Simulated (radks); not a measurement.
Isoelectronic series with 1 electrons, all held in the configuration 1s1, which need not be the ground one along the series. Method: scalar-relativistic Kohn-Sham, PBE, spin-polarised, spherical densities, finite nucleus; open shells are filled with parallel spins first (spin-orbit coupling, left out, can overturn this in heavy ions); Fermi nuclear charge, rms radius of each element as measured or else 0.836 A^(1/3) + 0.57 fm; computed with a radial shooting solver on a logarithmic mesh with Libxc functionals. Total energies (hartree) and mean radii <r> (bohr):

ion    E (hartree)    1s up
H         -0.50000    1.542
F8+      -40.49197   0.1670
Cl16+   -144.95746  0.08793
Mn24+   -314.99246  0.05940
As32+   -552.43151  0.04460
Nb40+   -859.95108  0.03550
In48+  -1241.22517  0.02928
La56+   -1701.1664  0.02474
Tb64+   -2246.2762  0.02125
Ta72+   -2885.1395  0.01846
Tl80+   -3629.3479  0.01615
